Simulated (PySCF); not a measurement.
H₃O, SMILES [OH3+], charge +1. Coordinates come from a PBE0-D3(BJ)/def2-TZVPD optimisation. The isomer is the one that the SMILES or the coordinates give; other isomers of the formula were not compared.

TDA-M06-2X/def2-TZVPD run with PySCF 2.14.0 puts the lowest singlet excitations at 11.74, 13.84, 13.84, 16.51, 16.58, 16.58 eV and the lowest triplet (TDA) at 11.04 eV.

Task: What are the lowest singlet roots from EOM-CCSD/aug-cc-pVDZ (PySCF)? (The exact figures need the calculation; the answer reports its results.)

Result: 11.78, 14.29, 14.29, 16.85, 16.85, 16.93 eV; triplets 11.04, 13.73, 13.73 eV. S1 differs by 0.04 eV (second minus first; roots are paired by order, and the bases may differ).
